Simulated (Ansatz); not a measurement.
Gas-phase electronic energies from Ansatz, PBE0-D4/def2-TZVP geometries. CBS: MP2 limit from def2 TZ/QZ plus the TZ coupled-cluster correction, frozen cores. DFT in def2-TZVPP. Each species was taken in one conformer, which may not be the lowest.

`C[SiH2]OC(F)(F)F` + `CCC[SiH2]O` → `C[SiH2]C[SiH2]O` + `CCOC(F)(F)F`  (formal exchange of groups at the Si–O bond)

`C[SiH2]OC(F)(F)F`:

Z-matrix (Å, degrees):
```
C
Si 1 1.852
H 1 1.092 2 111.0
H 1 1.092 2 110.9 3 -120.8
H 1 1.094 2 109.9 3 119.7
O 2 1.686 1 110.5 3 64.0
H 2 1.479 1 112.2 3 178.4
H 2 1.483 1 111.9 3 -56.5
C 6 1.323 2 127.1 1 -83.0
F 9 1.328 6 110.3 2 161.3
F 9 1.348 6 112.3 2 41.3
F 9 1.339 6 112.2 2 -78.7
```

`CCC[SiH2]O`:

```xyz
15

C     0.485   -1.371   -1.033
C     0.421    0.145   -1.133
C    -0.732    0.766   -0.344
Si   -0.656    0.547    1.514
O     0.799    1.033    2.132
H     0.639   -1.706   -0.003
H     1.301   -1.774   -1.637
H    -0.446   -1.827   -1.381
H     0.333    0.429   -2.187
H     1.368    0.576   -0.790
H    -1.691    0.360   -0.690
H    -0.774    1.844   -0.535
H    -1.674    1.412    2.160
H    -0.917   -0.873    1.892
H     1.544    0.439    2.036
```

`C[SiH2]C[SiH2]O`:

```xyz
15

C     1.631    1.411    0.497
Si   -0.197    1.493    0.110
C    -0.803   -0.071   -0.733
Si   -0.536   -1.643    0.228
O    -1.321   -2.942   -0.421
H     2.215    1.242   -0.412
H     1.973    2.345    0.948
H     1.853    0.599    1.193
H    -0.467    2.664   -0.772
H    -0.969    1.692    1.369
H    -1.877    0.040   -0.923
H    -0.309   -0.153   -1.709
H     0.929   -1.911    0.307
H    -1.087   -1.512    1.599
H    -1.034   -3.253   -1.280
```

`CCOC(F)(F)F`:

```xyz
12

C    -0.647    0.803    1.482
C     0.289    0.377    0.385
O    -0.438   -0.512   -0.478
C     0.231   -0.990   -1.526
F     0.661   -0.023   -2.354
F     1.319   -1.694   -1.173
F    -0.573   -1.789   -2.209
H    -0.128    1.482    2.162
H    -0.994   -0.059    2.053
H    -1.515    1.321    1.072
H     1.159   -0.150    0.785
H     0.635    1.234   -0.200
```

Problem. Is it downhill or uphill in electronic energy at CCSD(T)/CBS, and by how much? (Best estimate.)

Solution. Ansatz gave: Uphill: ΔE = +1.10 eV.

Problem. What do these levels give: PBE-D4, HF/def2-TZVPP, SCS-MP2/def2-TZVPP, CCSD/def2-TZVPP, CCSD(T)/def2-TZVPP, SCS-MP2/def2-QZVPP? (An estimate is asked.)

Solution. Computed: PBE-D4 0.99, HF/def2-TZVPP 1.14, SCS-MP2/def2-TZVPP 1.13, CCSD/def2-TZVPP 1.10, CCSD(T)/def2-TZVPP 1.08, SCS-MP2/def2-QZVPP 1.15 eV.

Largest T1 diagnostic among the species: 0.011.

From PBE to PBE0 (25 % exact exchange), in def2-TZVPP and without D4, ΔE moves by +0.04 eV.
